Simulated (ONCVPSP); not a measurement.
What the settings do to the ONCV potential of B

Base potential:

```
Element                 : boron (B)
Generator               : ONCVPSP 4.0.1
Type                    : optimised norm-conserving Vanderbilt (ONCV)
Functional              : PBE
Relativity              : scalar-relativistic
Frozen core             : [He]
Valence charge          : 3
Reference configuration : 2s2 2p1
Partial waves           : 2s: rc 1.15 bohr, ncon 3, nbas 6, qcut 7.1 1/bohr, 3 projectors, debl 0.8 Ha; 2p: rc 2.05 bohr, ncon 3, nbas 7, qcut 4.1 1/bohr, 2 projectors, debl 2.7 Ha; d scattering state at 0.46 Ha: rc 1.60 bohr, ncon 4, nbas 9, qcut 5.9 1/bohr, 1 projector
Local potential         : polynomial inside 0.75 bohr (lpopt 5, dvloc0 0 Ha)
Core correction         : Teter function, fcfact 3.5, rcfact 1.05
```

All-electron outer shells of the reference configuration (PBE, scalar-relativistic, ld1.x):

| shell | level (eV) | outermost node (bohr) | outermost maximum (bohr) |
| --- | --- | --- | --- |
| 1s | -180.59 | – | 0.21 |
| 2s | -9.44 | 0.46 | 1.52 |
| 2p | -3.61 | – | 1.57 |

Cutoffs, loose and tight: the cutoffs (Ha) at which the residual kinetic energy of the hardest occupied pseudo-wave falls to 1 and 0.1 mHa per electron. They do not see the model core or the augmentation charge, which bear on the density cutoff. Test errors are all-electron minus pseudo excitation energies from the reference, over the configurations 2s2 2p0; 2s1 2p0; 2s2 2p0.5; 2s1 2p1. A dash means not determined; rows that change the core or the reference have their own tests.

For the base: The cutoffs count occupied waves only; projector 2 of the p channel, the hardest unoccupied one, needs 48 Ha at the loose tolerance.

A true bound ghost makes a file unfit for plane-wave use even where its test errors are small: the radial tests pick states by their node count and pass the ghost by.

```csv
change,outcome,"cutoff, loose","cutoff, tight",bound ghosts,GHOST(+) flags above zero,largest test error (meV)
base,generated,13 Ha,33 Ha,s,s,+183
"core correction Teter function, fcfact 1.5, rcfact 1.05",generated,13 Ha,33 Ha,s,s,+174
"core correction Teter function, fcfact 2.5, rcfact 1.05",generated,13 Ha,33 Ha,s,s,+180
"core correction Teter function, fcfact 3, rcfact 1.05",generated,13 Ha,33 Ha,s,s,+182
"core correction Teter function, fcfact 4.2, rcfact 1.05",generated,13 Ha,33 Ha,s,s,+185
"core correction Teter function, fcfact 4.7, rcfact 1.05",generated,13 Ha,33 Ha,s,s,+185
"core correction Teter function, fcfact 5.9, rcfact 1.05",generated,13 Ha,33 Ha,s,s,+186
"core correction Teter function, fcfact 6.7, rcfact 1.05",generated,13 Ha,33 Ha,s,s,+185
"core correction Teter function, fcfact 7.5, rcfact 1.05",generated,13 Ha,33 Ha,s,s,+184
```

Reading the sweep of the fcfact (base included, trends over the rows without a ghost): Bound ghosts are found at 1.5, 2.5, 3, 3.5, 4.2, 4.7, 5.9, 6.7, 7.5. Every judged row has one, so this setting neither creates nor removes them.
